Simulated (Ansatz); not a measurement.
Two structures of AlAsNH₇O₂, closed shell, reached by relaxing down either side of one saddle point (PBE0-D4/def2-TZVP). Energies are electronic, without zero-point energy. Ansatz 0.2.0; basis: def2-TZVPP and def2-QZVPP; cores frozen in the correlated methods. Filled d shells of the heavier atoms are correlated. The def2 sets are not built for correlating such inner shells, so the correlated values are less sure here. Extrapolation: Hartree–Fock as exp(−7.88 √X), correlation as X^−2.97. First:

```xyz
12
angstrom
Al 0.1867 -0.7866 -0.5425
N 1.9271 -0.5338 -0.5080
O -0.4779 -1.7912 0.6523
O -0.6711 -0.1199 -1.8458
H 0.5249 1.4250 0.9144
As -0.7145 2.1210 1.4737
H 2.4399 -0.0080 -1.1948
H 2.5454 -0.9265 0.1810
H -1.4046 -2.0025 0.7321
H -1.6129 -0.1984 -1.9743
H -1.2987 0.8064 1.9689
H -1.4443 2.0146 0.1431
```

Second:

```
atom    x (Å)    y (Å)    z (Å)
 Al1  -0.2382  -0.2206  -0.1227
  N2   1.7689  -0.1382  -0.2850
  O3  -0.2179  -1.7573   0.6589
  O4  -0.4798  -0.0866  -1.8248
  H5   2.2134   0.6358   0.1951
 As6  -0.9479   1.7007   1.2444
  H7   1.9878  -0.0791  -1.2751
  H8   2.1370  -1.0088   0.0869
  H9  -0.9632  -2.1069   1.1411
 H10  -1.3226   0.1235  -2.2193
 H11  -1.8690   0.8569   2.1128
 H12  -2.0684   2.0806   0.2877
```

Question: Which bonds change from the first to the second?

Answer: AlNH₄O₂ ([NH2][Al]([OH])[OH]) + AsH₃ → AlAsH₄O₂ ([OH][Al]([OH])[AsH2]) + NH₃ (still joined by a long Al–N bond); bonds formed: Al1–As6, N2–H5; bonds broken: H5–As6; bonds weakened to dative contacts: Al1–N2.

Question: Give the saddle point's structure and its height above each. (An estimate is asked for; the value comes from the calculation.)

Answer: By the calculation: 70.2 kJ/mol above the first and 161.4 kJ/mol above the second (CCSD(T) at an estimated basis limit (MP2 extrapolated from triple and quadruple zeta, plus CCSD(T) − MP2 in triple zeta)).
```tsv
atom	x (Å)	y (Å)	z (Å)
Al1	-0.1227	-0.4791	-0.4152
N2	1.6742	-0.1133	-0.1934
O3	-0.6726	-1.7471	0.5642
O4	-0.6191	-0.0631	-1.9836
H5	0.9612	0.9500	0.4748
As6	-0.4107	1.8977	1.1441
H7	2.2346	0.1894	-0.9793
H8	2.2338	-0.6611	0.4468
H9	-1.5808	-1.9525	0.7692
H10	-1.4855	-0.2138	-2.3531
H11	-0.6924	0.8983	2.2581
H12	-1.5199	1.2946	0.2674
```

The T1 diagnostic stays at or below 0.012.

Labels in which every atom is bracketed show which atoms are joined, not bond orders.

For scale, one of the runs: CCSD(T)/def2-TZVPP, 281 basis functions, launched by `ansatz run in.yaml --threads 8 --pin off --events-out ev --progress --plain --max-ram 19148MiB`. Time: 5.2 min of wall clock on 8 CPU threads of an Intel Xeon; the host was shared. Peak host memory: 8.3 GiB.
